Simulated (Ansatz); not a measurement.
Cost and result for the atomization energy of C2H4ClFOSi (`FC1(Cl)CO[SiH2]1`) (10 atoms, 10 bonds).

```xyz
10

F     1.708    0.828    0.666
C     0.779    0.311   -0.185
Cl    1.432    0.349   -1.830
C     0.281   -1.086    0.245
O    -1.134   -0.845    0.350
Si   -1.060    0.789    0.024
H     0.484   -1.870   -0.485
H     0.704   -1.353    1.218
H    -1.811    1.212   -1.181
H    -1.381    1.665    1.178
```

The species carries charge 0 and has multiplicity 1. The structure was optimised at the PBE0-D4/def2-TZVP level. Program: Ansatz. All runs use 4 threads of an Arm Neoverse V1 on a shared host. Times are those of one run each, without the atoms' runs, and a repeat can differ threefold. Electronic energies, without spin–orbit coupling; frozen cores. CCSD(T)/CBS adds CCSD(T) − MP2 in def2-TZVPP to the MP2 limit, and its time is that of the two runs behind it. T1 = 0.012. HSE06 is the plane-wave form, built on full-range PBE exchange.

CCSD(T)/CBS is a level of theory with its own doubt, some kJ/mol a heavy atom from the limit and from the frozen cores, so smaller differences don't rank the functionals.

| level | functions | wall time | atomization (kcal/mol) | difference from CCSD(T)/CBS | per bond |
| --- | --- | --- | --- | --- | --- |
| LDA (SPW92)/def2-TZVPP | 264 | 1.4 s | 1041.1 | 155.9 | 15.6 |
| PBE-D4/def2-TZVPP (with forces) | 264 | 2.9 s | 911.6 | 26.4 | 2.6 |
| HSE06-D4/def2-TZVPP | 264 | 4.1 s | 889.3 | 4.1 | 0.4 |
| CAM-B3LYP-D4/def2-TZVPP | 264 | 4.2 s | 886.5 | 1.3 | 0.1 |
| r2SCANh-D4/def2-TZVPP | 264 | 6.5 s | 881.4 | -3.8 | -0.4 |
| B2PLYP/def2-TZVPP | 264 | 7 s | 871.5 | -13.7 | -1.4 |
| PBE-QIDH/def2-TZVPP | 264 | 7 s | 880.4 | -4.8 | -0.5 |
| CCSD(T)/def2-SVP | 112 | 7 s | 824.5 | -60.7 | -6.1 |
| ωB97X-V/def2-TZVPP | 264 | 9 s | 890.8 | 5.6 | 0.6 |
| ωB97M-V/def2-TZVPP (with forces) | 264 | 14 s | 889.6 | 4.4 | 0.4 |
| MP2/def2-QZVPP | 488 | 25 s | 900.9 | 15.7 | 1.6 |
| CCSD(T)/def2-TZVPP | 264 | 3.9 min | 858.0 | -27.2 | -2.7 |
| CCSD(T)/CBS(def2) | – | 4.3 min | 885.2 | 0.0 | 0.0 |

Leaving LDA and LC-ωPBE aside and taking each functional with its dispersion term where it has one, the values, not all of them listed here, spread over 65.5 kcal/mol, from BHLYP-D4 to PBE-D4. LDA lies +135.6 kcal/mol from PBE without D4, its usual overbinding. The D4 term adds +9.9 kcal/mol with B3LYP and +5.1 kcal/mol with PBE0; it sums over pairs of atoms, weighted by their polarisabilities, and B3LYP, whose exchange is more repulsive, gets the larger term. From r2SCAN to r2SCAN0 (25 % exact exchange), in def2-TZVPP and without D4, the atomization energy moves by −20.3 kcal/mol: exact exchange takes away binding that semilocal exchange gives to molecules.

B3LYP here is the variant with VWN-RPA as its local correlation; programs differ in this.
